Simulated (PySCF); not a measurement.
Predicted microwave data (CAM-B3LYP/def2-SVPD in PySCF (dipole) on a GFN2-xTB geometry, gas phase) for one isomer of C5H11FSi:

| Item | Value |
| --- | --- |
| Rotational constants | A = 2831, B = 1687, C = 1200 MHz |
| Dipole components | \|μa\| = 0.04 D, \|μb\| = 1.58 D, \|μc\| = 0.88 D |
| Inertial defect | -56.89 u·Å² |
| κ | -0.40 |

Task: Which structure is it? (One computed conformer of each.)
A. `[CH3:1][CH:2]([CH3:3])[C@@H:4]1[SiH2:5][C@@H:6]1[F:7]` with C1–C2–C4–Si5 -81°
B. `[CH3:1][CH2:2][C@@:3]1([CH2:4][F:5])[CH2:6][SiH2:7]1` with C1–C2–C3–C4 -68°, C2–C3–C4–F5 -67°
C. `[CH3:1][CH:2]([CH3:3])[SiH2:4]/[CH:5]=[CH:6]/[F:7]` with C1–C2–Si4–C5 -63°, C2–Si4–C5–C6 103°
D. `[CH3:1][CH2:2]/[CH:3]=[CH:4]/[CH2:5][SiH2:6][F:7]` with C1–C2–C3–C4 115°, C3–C4–C5–Si6 -112°, C4–C5–Si6–F7 -179°

Result: A. It is CC(C)[C@@H]1[SiH2][C@@H]1F, an asymmetric top, point group C1. The candidates at the same level (rigid rotor, commonest isotopes):

```json
{"SMILES": "CC(C)[SiH2]/C=C/F", "A (MHz)": "3306", "B (MHz)": "1022", "C (MHz)": "959.8", "μa (D)": "1.51", "μb (D)": "0.15", "μc (D)": "0.48", "Δ (u·Å²)": "-120.77", "point group": "C1", "rotor": "near-prolate asymmetric top"}
{"SMILES": "CC/C=C/C[SiH2]F", "A (MHz)": "9512", "B (MHz)": "627.1", "C (MHz)": "613.1", "μa (D)": "2.04", "μb (D)": "0.47", "μc (D)": "0.29", "Δ (u·Å²)": "-34.70", "point group": "C1", "rotor": "near-prolate asymmetric top"}
{"SMILES": "CC(C)[C@@H]1[SiH2][C@@H]1F", "A (MHz)": "2831", "B (MHz)": "1687", "C (MHz)": "1200", "μa (D)": "0.04", "μb (D)": "1.58", "μc (D)": "0.88", "Δ (u·Å²)": "-56.89", "point group": "C1", "rotor": "asymmetric top"}
{"SMILES": "CC[C@@]1(CF)C[SiH2]1", "A (MHz)": "2352", "B (MHz)": "1855", "C (MHz)": "1285", "μa (D)": "0.67", "μb (D)": "1.48", "μc (D)": "0.79", "Δ (u·Å²)": "-94.03", "point group": "C1", "rotor": "asymmetric top"}
```

`CC/C=C/C[SiH2]F` has A 236 % too high; `CC[C@@]1(CF)C[SiH2]1` has A 17 % too low; `CC(C)[SiH2]/C=C/F` has B 39 % too low. No structure here is proved a minimum.
